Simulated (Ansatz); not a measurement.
`[OH][Ge][F]` + HCl → `[F][Ge][Cl]` + H₂O at 298.15 K and 1 bar (ligand exchange at a Ge–O bond).

Program: Ansatz. Geometries: PBE0-D4/def2-TZVP. ΔE: electronic, gas phase. CCSD(T)/CBS adds triple-zeta CCSD(T) − MP2 to the extrapolated MP2 energy (def2 sets, frozen cores). This one scheme is used for every species. For Ge outer-core shells are correlated without core-valence functions, which leaves a few kJ/mol of doubt a bond. Scalar relativity is left out up to krypton. One conformer a species, not always the lowest.

| species | CCSD(T)/CBS energy (Eh) | H − E (kJ/mol) | S (J/(mol·K)) |
| --- | --- | --- | --- |
| `[OH][Ge][F]` | -2251.74560 | 53.1 | 280.4 |
| HCl | -460.38127 | 26.6 | 186.8 |
| `[F][Ge][Cl]` | -2635.75718 | 20.2 | 289.1 |
| H₂O | -76.37941 | 66.4 | 188.7 |

H − E and S are ideal-gas, rigid-rotor, harmonic terms from PBE0-D4/def2-TZVP, for one conformer and one mirror image of each species. 1 Eh = 2625.50 kJ/mol, R = 8.31446 J/(mol·K).

Problem. By hand: ΔE, ΔH, ΔS and ΔG.

Solution. ΔE = (-2635.75718) + (-76.37941) − (-2251.74560) − (-460.38127) = -0.00972 Eh = -25.5 kJ/mol. Δ(H − E) = 20.2 + 66.4 − 53.1 − 26.6 = 6.9, so ΔH = -18.6 kJ/mol. ΔS = 289.1 + 188.7 − 280.4 − 186.8 = 10.6 J/(mol·K). ΔG = -18.6 − 298.15 × (10.6)/1000 = -21.8 kJ/mol.

Problem. By hand: the equilibrium constant, and the temperature at which ΔG would vanish if ΔH and ΔS stayed fixed.

Solution. log₁₀ K = −ΔG/(RT ln 10) = 3.8. ΔH and −TΔS have one sign here, so there is no such temperature.

The number of gas molecules stays the same, so ΔS is small and ΔH decides. A doubt of 5 kJ/mol in ΔE shifts log₁₀ K by 0.9 here. Other conformers and mirror images would add mixing entropy, several J/(mol·K) or more a flexible species. These are equilibria of isolated gas molecules and say nothing of rates. Largest T1 diagnostic: 0.015 (customary marks: 0.02 for closed shells, 0.045 for open ones).

ΔS is within the doubt of such terms, so its sign, and with it that verdict, could turn.
